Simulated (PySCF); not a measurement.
Work out the structure from these simulated measurements.

Elements present: Al and Cl. Monoisotopic mass: 131.8881 u.

- Rotational structure: rotational constants A, B, C: 2.237, 2.220, 1.114 GHz [PBE0-D3(BJ)/def2-SVP]
- UV, first state: lowest singlet excitation: 6.87 eV (181 nm, f = 0.000) [TDDFT wB97X-D/def2-SVPD]
- Triplet: lowest triplet excitation (Tamm–Dancoff): 6.61 eV [TDA wB97X-D/def2-SVPD]
- XPS: Cl2p3/2 206.5 (×3), Al1s 1569.7, Cl1s 2829.2 (×3) eV [ΔSCF SCAN, pcX-2 on the ionised atom, pcseg-1 elsewhere, spin-free X2C, 2p3/2 from a spin–orbit splitting computed afterwards within the 2p shell]
- UV, strongest line: among the 15 lowest singlet transitions: S13/S14 at 9.10 eV (136 nm, f = 0.347 summed over these states) [TDDFT wB97X-D/def2-SVPD]
- Dipole: 0.00 D by symmetry (numerical residue 0.02 D) [wB97X-D/def2-SVPD]

Gas-phase values; electronic properties from PySCF, density fitting. Levels stand in brackets. Isolated species at its PBE0-D3(BJ)/def2-SVP geometry, gas phase.

Question: Which formula fits the mass and the elements?

Answer: AlCl3 (calculated 131.8881). No other formula that holds each of these elements comes within 0.0003 u with a fitting electron parity and a possible valence count.

Question: Give a SMILES that accounts for the data.

Answer: The core levels belong to: Cl2p3/2 206.5 eV, chlorine bonded to Al; Al1s 1569.7 eV, aluminium bonded to 3 Cl; Cl1s 2829.2 eV, chlorine bonded to Al. The vanishing dipole is forced by symmetry. The optimised geometry has point group D3h and is an oblate symmetric top (the spread among constants that symmetry makes equal is optimisation noise). Structure: `[Cl][Al]([Cl])[Cl]`. The assignments are read from this structure; whether some other isomer fits the data as well wasn't checked.
